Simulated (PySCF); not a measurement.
Molfile (atoms numbered from 1):
```
C4H12Si
     RDKit          3D

 17 16  0  0  0  0  0  0  0  0999 V2000
   -0.4066   -1.2134   -1.4194 C   0  0  0  0  0  0  0  0  0  0  0  0
   -0.0012   -0.0007   -0.0018 Si  0  0  0  0  0  4  0  0  0  0  0  0
    0.0081    1.7855   -0.6754 C   0  0  0  0  0  0  0  0  0  0  0  0
   -1.3198   -0.1549    1.3703 C   0  0  0  0  0  0  0  0  0  0  0  0
    1.7161   -0.4155    0.7216 C   0  0  0  0  0  0  0  0  0  0  0  0
   -1.3797   -1.0036   -1.8532 H   0  0  0  0  0  0  0  0  0  0  0  0
   -0.4187   -2.2416   -1.0702 H   0  0  0  0  0  0  0  0  0  0  0  0
    0.3270   -1.1480   -2.2173 H   0  0  0  0  0  0  0  0  0  0  0  0
    0.2425    2.5019    0.1064 H   0  0  0  0  0  0  0  0  0  0  0  0
   -0.9581    2.0579   -1.0892 H   0  0  0  0  0  0  0  0  0  0  0  0
    0.7465    1.9077   -1.4621 H   0  0  0  0  0  0  0  0  0  0  0  0
   -2.3121    0.0753    0.9941 H   0  0  0  0  0  0  0  0  0  0  0  0
   -1.3509   -1.1605    1.7791 H   0  0  0  0  0  0  0  0  0  0  0  0
   -1.1170    0.5258    2.1917 H   0  0  0  0  0  0  0  0  0  0  0  0
    1.7463   -1.4264    1.1171 H   0  0  0  0  0  0  0  0  0  0  0  0
    2.4931   -0.3368   -0.0328 H   0  0  0  0  0  0  0  0  0  0  0  0
    1.9775    0.2592    1.5312 H   0  0  0  0  0  0  0  0  0  0  0  0
  1  2  1  0
  2  3  1  0
  2  4  1  0
  2  5  1  0
  1  6  1  0
  1  7  1  0
  1  8  1  0
  3  9  1  0
  3 10  1  0
  3 11  1  0
  4 12  1  0
  4 13  1  0
  4 14  1  0
  5 15  1  0
  5 16  1  0
  5 17  1  0
M  END
```

Geometry: GFN2-xTB; GIAO absolute shieldings from PySCF 2.14, gas phase, non-relativistic, averaged over equivalent atoms.

At HCTH407/6-31G (73 basis functions, roughly 7 core-seconds):
```
                                      atoms  σ (ppm)
                                C1/C3/C4/C5    196.6
                                        Si2    421.7
H6/H7/H8/H9/H10/H11/H12/H13/H14/H15/H16/H17    33.04
```

**Question.** Predict the values at PBE/6-31G* on the same geometry.

**Answer.** 
```json
{"atoms": "C1/C3/C4/C5", "σ at PBE/6-31G*": "192.3", "change": "-4.3"}
{"atoms": "Si2", "σ at PBE/6-31G*": "402.7", "change": "-19.0"}
{"atoms": "H6/H7/H8/H9/H10/H11/H12/H13/H14/H15/H16/H17", "σ at PBE/6-31G*": "32.31", "change": "-0.73"}
```

The largest change is at Si2 (silicon bonded to 4 C). Cost: 98 basis functions, roughly 9 core-seconds.
